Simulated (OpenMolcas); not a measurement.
## Pr4+: ligand-field states by method

Pr4+ with 6 ligands (fluoride) in trigonal antiprismatic coordination (D3d) at 2.16 Å, a polar angle of 56.4° against the regular 54.74°. A charge of +0.333 e stands 3.2 Å behind each ligand. Ligand basis ANO-RCC-VDZP.
```
Pr    0.0000    0.0000    0.0000
F     0.0000    1.7986    1.1960
F    -1.5577   -0.8993    1.1960
F     1.5577   -0.8993    1.1960
F     0.0000   -1.7986   -1.1960
F     1.5577    0.8993   -1.1960
F    -1.5577    0.8993   -1.1960
```

* Program: OpenMolcas
* Basis: ANO-RCC-VDZP [7s6p4d2f1g]
* Scalar Hamiltonian: DKH2, point nucleus
* Active space: 1 electron in 7 orbitals (4f)
* State averaging: 2S+1 = 2 odd, 7 roots
* Spin-orbit coupling: RASSI with atomic mean-field integrals over the reference wave functions

I. CASSCF
II. SS-CASPT2, IPEA 0.25 Eh, imaginary shift 0.1 Eh (closed shells correlated: 5s 5p and the ligand valence shells)

Spin-free states (labels of D3, the rotations of D3d) in cm-1, each column counted from its own energy of the first state listed:

```json
{"State": "2A2", "Degeneracy": "1", "I": "0", "II": "0"}
{"State": "2E", "Degeneracy": "2", "I": "842", "II": "850"}
{"State": "2A1", "Degeneracy": "1", "I": "1023", "II": "1210"}
{"State": "2E", "Degeneracy": "2", "I": "2666", "II": "3080"}
{"State": "2A2", "Degeneracy": "1", "I": "2943", "II": "3520"}
```

From I to II, I's first state of the same spin (2E) moves from 842 to 850 cm-1, by about +11 cm-1.

With spin-orbit coupling the lowest J multiplet is 1412 (I), 1633 (II) cm-1 wide, a factor of 1.16 from I to II.

χT at 300 K: I 0.32, II 0.30 cm3 K/mol.

Roots that are degenerate in the reference are averaged as groups; the widest CASPT2 spread within a group is 25 cm-1 (the 2-fold group of multiplicity 2 near 853 cm-1 above the lowest state of its run, II). Shifts and gaps below about the spread of the groups concerned are not significant. Over all roots computed the reference weight is 0.71 in II; a low but even weight reflects the number of correlated electrons. Splittings of an f shell from a small cluster at a set distance can be off by tens of per cent, mostly too small (holds for II). No measured value stands beside these numbers; the geometry is a model, was not optimised and need not be the one that this ion takes.
